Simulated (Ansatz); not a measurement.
The cluster BeF3⁻, relaxed as a singlet with RKS r2SCAN-D4/def2-TZVPD in Ansatz, starting from the GFN1-xTB geometry. Force threshold 0.02 eV/Å.

The structure comes from a short search, and lower isomers may exist.

Start:

| atom | x (Å) | y (Å) | z (Å) |
| --- | --- | --- | --- |
| Be1 | 0.0000 | 0.0001 | 0.0001 |
| F2 | -1.0996 | 0.9889 | -0.1295 |
| F3 | 0.5721 | -0.3052 | 1.3355 |
| F4 | 0.5276 | -0.6838 | -1.2061 |

```csv
step,energy (eV),largest force component (eV/Å),SCF passes
1,-8560.2991,0.178,14
2,-8560.3004,0.094,20
3,-8560.3010,0.003,20
```

Force components are those of the run's own axes.

End:

Cartesian coordinates in Å:
```
Be 0.0000 0.0000 0.0000
F -1.0940 0.9840 -0.1281
F 0.5687 -0.3031 1.3290
F 0.5253 -0.6808 -1.2009
```

By distances, no bond broke or formed. The bond that changes most is Be1–F3, from 1.48 to 1.48 Å (atoms count from 1).

No frequencies were taken in this run, so the end may be a saddle point.

Hardware: 4 threads of Arm Neoverse V1 on a shared host. Wall time 3 s.
